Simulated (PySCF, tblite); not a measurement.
One entry of a table of gas-phase calculations, keyed by method. Lists by class give the value and the number of equivalent atoms.

```json
{
 "formula": "C9H10",
 "smiles": "C=CCc1ccccc1",
 "charge": 0,
 "multiplicity": 1,
 "geometry_level": "GFN2-xTB",
 "electronic_structure_code": "PySCF",
 "results": {
  "GFN2-xTB geometry": {
   "point_group": "C1",
   "rotational_constants_GHz": [3.95, 1.022, 0.89]
  },
  "PBE0/pcSseg-1 ground state and GIAO shieldings, non-relativistic": {
   "dipole_D": 0.11,
   "homo_eV": -7.01,
   "lumo_eV": -0.27,
   "shift_vs_computed_TMS_C_by_class_ppm": [
    [149.9, 1],
    [146.5, 1],
    [134.4, 2],
    [134.3, 2],
    [131.5, 1],
    [118.6, 1],
    [48.1, 1]
   ],
   "shift_vs_computed_TMS_H_by_class_ppm": [
    [7.61, 2],
    [7.5, 2],
    [7.48, 1],
    [6.12, 1],
    [5.44, 1],
    [5.11, 1],
    [3.38, 2]
   ]
  },
  "GFN2-xTB harmonic vibrations, gas phase": {
   "strongest_ir_bands_cm-1_km_per_mol_modes": [
    [2960.6, 31.3, 1],
    [2985.4, 27.9, 1],
    [3055.2, 32.3, 1],
    [3081.9, 106.9, 1],
    [3091.7, 53.9, 1],
    [3122.3, 56.5, 1]
   ],
   "zpe_kcal_per_mol": 98.7
  }
 }
}
```

With B = h/(8π²I), that is 505.379 GHz u Å² over I, the principal moments of inertia are 127.9, 494.7 and 567.8 u Å² (most abundant isotopes); the inertial defect Ic − Ia − Ib is -54.8 u Å² (zero for a rigid planar frame, negative otherwise). The dipole equals about 0.4 × 10⁻³⁰ C·m (1 D = 3.33564 × 10⁻³⁰ C·m). The zero-point energy, half the sum of the 51 harmonic wavenumbers, equals 34530 cm⁻¹ or 413 kJ/mol.

 NMR classes are plain means over equivalent atoms (diastereotopic ones count apart unless rotation or inversion swaps them), as if these changed places fast; in this geometry the members of some classes differ.

For the NMR shielding job (PBE0/pcSseg-1), on an x86-64 server with one thread, shared host, this took 50 s wall.

Shape of the structure used: `[CH2:1]=[CH:2][CH2:3][c:4]1[cH:5][cH:6][cH:7][cH:8][cH:9]1`: C1–C2–C3–C4 -117°, C2–C3–C4–C5 81°.

One conformer stands for the species.
